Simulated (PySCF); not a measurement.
System: sum formula H₃SiO₂F₂, charge 1, multiplicity 1. It need not be the lowest isomer of its formula. 
Coordinates optimised at B3LYP-D3(BJ)/def2-TZVP (Ansatz):
SMILES: F[Si](F)([OH2+])O
```xyz
8

Si     0.1139    -0.1547     0.0268
F     -0.1224    -0.5823     1.4997
F     -0.5325    -1.1632    -0.9605
O     -0.9379     1.2585    -0.2043
O      1.4862     0.5212    -0.3501
H     -0.5739     2.1556    -0.3146
H      2.3818     0.2680    -0.1001
H     -1.8953     1.2149    -0.3784
```
Charge +1, spin multiplicity 1.

Dispersion corrections to the total energy (kcal/mol) from the dftd3 and dftd4 libraries through PySCF: D3(BJ) without and D4 with the three-body term, each with the damping fitted for the functional named.

```tsv
functional	D3(BJ)	D4
HSE06	(withheld)	-2.23
TPSSh	-3.34	-3.56
BP86	-4.63	-3.81
PBE	-2.91	-2.92
r2SCAN	(withheld)	-0.68
HF	(withheld)	-11.10
BHLYP	-4.06	-3.44
```

Question: What belongs in the gaps?

Answer: 
- HSE06, D3(BJ): -1.85
- r2SCAN, D3(BJ): -0.77
- HF, D3(BJ): -24.79
